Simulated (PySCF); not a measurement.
# Yb(II) with different ligands

Computed with PySCF 2.14.0, PBE0, def2-SVP on the ligands, density fitting, scalar-relativistic core potentials, no spin-orbit coupling, vacuum. The metal has def2-SVP with ECP28. Each complex is relaxed within the symmetry of a template of the same shape. Distances are means of the shortest metal–ligand contacts, charges and spins Mulliken's; removal energies are rigid, with the ligand's formal charge and no counterpoise, so too large; for an anion taken off a cation in vacuum most of it is the attraction of opposite charges, and multiply charged cations can part far more cheaply with an electron moved from ligand to metal.

| complex | point group | M–first ligand (Å) | charge on M (e) | dipole (D) | HOMO–LUMO gap (eV) | removal of one first-named ligand (eV) | strongest infrared band, degenerate modes summed (cm⁻¹) | unstable modes (below −25 cm⁻¹) |
| --- | --- | --- | --- | --- | --- | --- | --- | --- |
| Yb(SH)2 | C2 | 2.614 | 0.75 | 6.56 | 3.80 | 7.94 | 276 | 0 |
| YbF2 | C2v | 2.008 | 1.06 | 6.00 | 2.99 | 10.16 | 533 | 0 |
| Yb(NH2)2 | C2, nearly C2v | 2.171 | 0.84 | 4.31 | 2.83 | 9.44 | 404 | 0 |
| YbH2 | C2v | 2.073 | 0.65 | 5.08 | 3.79 | 8.55 | 1242 | 0 |
| Yb(OH)2 | C2v | 2.036 | 0.91 | 3.03 | 2.77 | 9.99 | – | 0 |

A further member has point group C2v, M–first ligand (Å) 2.484, charge on M (e) 0.89, dipole (D) 5.13, HOMO–LUMO gap (eV) 4.02, removal of one first-named ligand (eV) 8.32, strongest infrared band, degenerate modes summed (cm⁻¹) 314, unstable modes (below −25 cm⁻¹) 0. Which complex is it?

YbCl2. This is one of several that fit.

Moved off a saddle point of the template and relaxed again: Yb(NH2)2. One start shape was tried for each, so a minimum needn't be the lowest isomer.
